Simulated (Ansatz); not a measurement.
Reaction (substitution at a C–Ga bond): `[CH3][Ga]([Cl])[N]=C=O` + `[SH][InH2]` → `C[S][InH2]` + `O=C=[N][GaH][Cl]`

Gas-phase electronic energies from Ansatz, PBE0-D4/def2-TZVP geometries. CCSD(T)/CBS is the MP2 limit (def2-TZVPP, def2-QZVPP) plus CCSD(T) − MP2 in def2-TZVPP, frozen cores. DFT in def2-TZVPP. Elements past krypton have def2 core potentials. For Ga, In outer-core shells are correlated without core-valence functions, which leaves a few kJ/mol of doubt a bond. Scalar relativity is left out up to krypton. Each species was taken in one conformer, which may not be the lowest.

CCSD(T)/CBS gives +69.1 kJ/mol.

Q: Another level gave +63.4 kJ/mol. Which?
A. r2SCAN0/def2-TZVPP
B. MP2/def2-TZVPP
C. revPBE-D4/def2-TZVPP
D. revPBE/def2-TZVPP

A: D. revPBE 63.4, r2SCAN0 67.6, revPBE-D4 58.8, MP2/def2-TZVPP 71.7 kJ/mol.

Largest T1 diagnostic among the species: 0.015.

Leaving LDA and LC-ωPBE aside and taking each functional with its dispersion term where it has one, the values, not all of them listed here, spread over 9.3 kJ/mol, from revPBE-D4 to PBE-QIDH. In def2-TZVPP, CCSD(T) changes the Hartree–Fock value by +4.5 kJ/mol (the triples alone add −0.9 kJ/mol) and MP2 by +6.0 kJ/mol.

CCSD(T)/CBS has its own doubt, a few kJ/mol and more with outer-core shells, so smaller differences from it don't rank the levels.
